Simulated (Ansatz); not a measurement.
FH4O2Si2, SMILES `O[Si](O)(F)[SiH2]` radical, relaxed with UKS PBE0-D4/def2-TZVP in the Gaussian-basis code of Ansatz from a GFN2-xTB geometry. The force threshold is 0.005 eV/Å; the program also tests the step.

The species carries charge 0 and has multiplicity 2.

Start:

```xyz
9

O     1.710   -0.578    0.144
Si    0.198   -0.241   -0.352
O     0.282    0.692   -1.664
F    -0.369   -1.692   -0.837
Si   -1.057    0.927    1.112
H     1.882   -1.308    0.730
H     0.839    0.464   -2.405
H    -2.439    1.255    0.761
H    -1.046    0.482    2.511
```

Task: How much energy does the relaxation release, and in how many steps? (An estimate is asked.)

Result: The calculation gave: 9.68 kJ/mol, in 13 steps, 1 of them rejected.

Task: Which bonds change most? (Estimate.)

Result: Ansatz gave: Si2–Si5 from 2.255 to 2.319 Å; Si2–F4 from 1.632 to 1.603 Å; Si5–H8 from 1.463 to 1.486 Å; Si5–H9 from 1.468 to 1.488 Å.

Task: Give the relaxed structure. (An estimate is asked.)

Result: Ansatz gave: 
```xyz
9

O     1.730   -0.519    0.153
Si    0.212   -0.219   -0.376
O     0.291    0.683   -1.723
F    -0.445   -1.645   -0.698
Si   -1.066    0.967    1.153
H     1.879   -1.318    0.661
H     0.909    0.430   -2.412
H    -2.461    1.250    0.725
H    -1.049    0.371    2.516
```
